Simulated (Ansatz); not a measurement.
Isomers of C$_{4}$H$_{8}$Si, relaxed with PBE0-D4/def2-TZVP in Ansatz; electronic energies, one conformer each and not always the lowest. Functionals use def2-TZVPP; CBS adds triple-zeta CCSD(T) − MP2 to the MP2 limit of def2-TZVPP and def2-QZVPP.

(1) Order them by energy at frozen-core CCSD(T)/CBS, lowest first. (Best estimate.)
A. `C#CC[SiH2]C`
B. `CCC1=C[SiH2]1`
C. `CC#C[SiH2]C`
D. `C=C1CC1[SiH3]`
E. `C=C=C[SiH2]C`
F. `C#CCC[SiH3]`
G. `CC#CC[SiH3]`

(2) How do PBE0-D4, MP2/CBS(def2), B3LYP-D4, B2PLYP place them (kJ/mol, against `CC#C[SiH2]C`)? (Best estimate.)

## Answers

(1) C (0.0 kJ/mol), E (32.4 kJ/mol), A (43.5 kJ/mol), G (70.7 kJ/mol), B (84.6 kJ/mol), F (95.9 kJ/mol), D (105.8 kJ/mol).

(2) Ansatz gave: 
```tsv
isomer	PBE0-D4	MP2/CBS(def2)	B3LYP-D4	B2PLYP
`CC#CC[SiH3]`	63.8	71.9	66.8	69.9
`C=C1CC1[SiH3]`	80.9	111.0	100.5	111.3
`CCC1=C[SiH2]1`	64.8	87.6	88.1	93.8
`C#CCC[SiH3]`	98.4	100.0	99.7	101.4
`C=C=C[SiH2]C`	18.6	45.1	18.8	32.8
`C#CC[SiH2]C`	43.5	44.2	45.4	48.6
```

B3LYP here is the variant with VWN-RPA as its local correlation; programs differ in this.
